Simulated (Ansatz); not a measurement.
Mulliken charges of `O[SiH][SiH2]O` radical from ωB97M-V/def2-TZVPP in Ansatz (PBE0-D4/def2-TZVP geometry).

```
atom   x (Å)   y (Å)   z (Å)  charge (e)
  O1  -1.960   1.295   0.040      -0.354
 Si2  -0.419   1.046   0.601       0.180
 Si3   0.265  -1.119  -0.009       0.333
  O4   1.899  -1.262   0.203      -0.380
  H5  -2.269   2.200  -0.020       0.178
  H6   0.504   2.094   0.043      -0.054
  H7  -0.344  -2.136   0.882      -0.029
  H8  -0.137  -1.422  -1.416      -0.050
  H9   2.462  -0.695  -0.325       0.176
```

Problem. By hand: the dipole of these point charges (1 e Å = 4.8032 D).

Solution. Σ q r = (0.004, 0.126, -0.004) e Å, of length 0.126 e Å = 0.61 D.

Problem. How does the dipole of the full density compare? (An estimate is asked.)

Solution. Computed: (0.035, 0.424, -0.163) e Å, 2.19 D; the point charges give 0.28 times that, at 19° from its direction.

Point charges leave out the atoms' own dipoles, such as those of lone pairs, and Mulliken's split depends on the basis, so the two needn't agree.
